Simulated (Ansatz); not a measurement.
Input for Ansatz (development build ahead of 0.2.0):

```yaml
crystal:
  periodic: [false, false, false]
  atoms:
    - { symbol: Ti, position_ang: [0.0, 0.0, 0.0] }
    - { symbol: Cl, position_ang: [1.25285, 1.25285, 1.25285] }
    - { symbol: Cl, position_ang: [1.25285, -1.25285, -1.25285] }
    - { symbol: Cl, position_ang: [-1.25285, 1.25285, -1.25285] }
    - { symbol: Cl, position_ang: [-1.25285, -1.25285, 1.25285] }
basis:
  gaussian: { orbitals: pcseg-2 }
hamiltonian:
  xc: pbe0
```

The input is written out in the form of the current development build from the run's settings.

Results

```json
{"Converged": "yes", "Total energy": "-2689.83531 hartree", "Spin squared of the determinant": "0.000", "Stability test": "minimum among restricted orbitals"}
```

Caution: other spin multiplicities were not run.
